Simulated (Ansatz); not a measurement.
Relaxation of FGeH5NO2 (10 atoms, charge 0, multiplicity 2), to a largest force component of 0.03 eV/Å in at most 50 steps.

Computed with UHF/def2-SVP in Ansatz 0.2.0.

```xyz
10
Properties=species:S:1:pos:R:3:forces:R:3
Ge -0.166 0.303 0.256 0.27 -0.24 -0.68
F -0.700 1.086 1.674 -0.40 0.68 0.38
H 1.340 0.392 0.228 0.03 -0.02 0.01
O -0.810 1.168 -1.104 -0.03 -0.01 0.01
H -1.714 1.005 -1.326 -0.01 0.01 -0.02
O -0.873 -1.280 0.245 0.00 -0.03 0.03
H -0.675 -1.771 1.031 -0.01 -0.04 0.01
N 0.162 -0.789 3.075 0.15 -0.33 0.25
H -0.688 -0.640 3.607 0.00 0.00 -0.01
H 0.837 -0.169 3.510 0.00 -0.02 0.01
```

Question: Where does it end, and by what steps?

Answer: It converged. The force dipped under the threshold on the way, but the program's further checks kept it going. After 33 steps the energy has fallen by 0.174 eV; H10 moved furthest, 1.69 Å.

| step | energy less start (eV) | largest force component (eV/Å) | accepted |
| --- | --- | --- | --- |
| 0 | 0.0000 | 0.681 | yes |
| 2 | -0.0020 | 2.249 | no |
| 4 | -0.0879 | 0.529 | yes |
| 6 | -0.1115 | 0.397 | yes |
| 8 | -0.1016 | 0.777 | no |
| 10 | -0.1292 | 0.189 | yes |
| 12 | -0.1231 | 0.893 | no |
| 14 | -0.1406 | 0.135 | yes |
| 16 | -0.1413 | 0.755 | no |
| 18 | -0.1566 | 0.073 | yes |
| 20 | -0.1646 | 0.023 | yes |
| 22 | -0.1673 | 0.177 | yes |
| 24 | -0.1697 | 0.055 | yes |
| 26 | -0.1722 | 0.040 | yes |
| 28 | -0.1703 | 0.096 | no |
| 30 | -0.1730 | 0.087 | yes |
| 32 | -0.1735 | 0.066 | yes |
| 33 | -0.1739 | 0.020 | yes |

```xyz
10
Properties=species:S:1:pos:R:3
Ge -0.077 0.530 0.000
F -0.457 1.385 1.457
H 1.329 0.925 -0.388
O -1.185 1.031 -1.237
H -2.035 0.614 -1.245
O -0.352 -1.138 0.360
H -0.227 -1.388 1.273
N -0.065 -1.066 3.296
H -0.281 -0.091 3.478
H 0.065 -1.499 4.203
```

Whether the end is a true minimum wasn't checked by a vibrational analysis.

Time of the run: 36 s on 4 threads of Intel(R) Xeon(R) 6975P-C (Granite Rapids) (shared host), peak memory 0.38 GiB.
